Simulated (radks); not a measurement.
Problem. Coherent X-ray form factor from a spherical all-electron density. All-electron calculation, scalar-relativistic Kohn-Sham, LB94 model potential, spin-polarised, spherical densities, finite nucleus; Fermi nuclear charge, rms radius of each element as measured or else 0.836 A^(1/3) + 0.57 fm. Program: a radial shooting solver on a logarithmic mesh with Libxc functionals.

sin(theta)/lambda (1/angstrom)  f0 (electrons)
0.05                                    32.953
0.1                                     32.812
0.15                                    32.579
0.2                                     32.260
0.25                                    31.858
0.3                                     31.381
0.4                                     30.231
0.5                                     28.877
0.6                                     27.391
0.8                                     24.284
1                                       21.317
1.25                                    18.087
1.5                                     15.405
2                                       11.237

The species is in the configuration that NIST lists as its ground one. Which atom or ion scatters so?

Solution. The gadolinium ion Gd31+, [Ar] 3d10 4s2 4p3. Extrapolating in s^2 from the first two rows gives f0(0) = 33.0, near the electron count 33; among species with that count, the fall with angle is slower the higher Z, and the table is that of Z = 64; from so few rows the species is fixed only to a neighbour or two.
